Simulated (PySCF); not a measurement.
SMILES F[SiH2]C#C[Si](F)(F)F (C₂H₂F₄Si₂), PBE0/def2-SVP optimised geometry.

```
10

Si     2.48    -0.06     0.02
F      3.01     0.72    -1.30
C      0.64    -0.03     0.00
C     -0.58    -0.02     0.00
Si    -2.39    -0.02     0.00
F     -2.95    -0.76     1.30
F     -2.96     1.47     0.00
F     -2.96    -0.77    -1.29
H      2.93    -1.47    -0.04
H      2.96     0.65     1.22
```

Density from PBE0/def2-TZVP (PySCF) at that geometry.

Minimum of the electron density along straight lines between bonded atoms, close to the bond critical point (lines longer than 1.1 times the sum of covalent radii, or with two minima, are not listed):

```csv
bond,length / Å,ρ at the minimum / e bohr⁻³,∇²ρ there / e bohr⁻⁵,position (fraction from the first atom)
Si1–F2,1.619,0.133,0.91,0.42
Si1–C3,1.841,0.118,0.31,0.39
C3–C4,1.222,0.415,-1.28,0.50
C4–Si5,1.804,0.131,0.32,0.61
Si5–F6,1.595,0.143,0.99,0.42
Si5–F7,1.595,0.143,0.99,0.42
Si5–F8,1.595,0.143,0.99,0.42
Si1–H9,1.483,0.126,0.14,0.49
Si1–H10,1.483,0.126,0.14,0.49
```
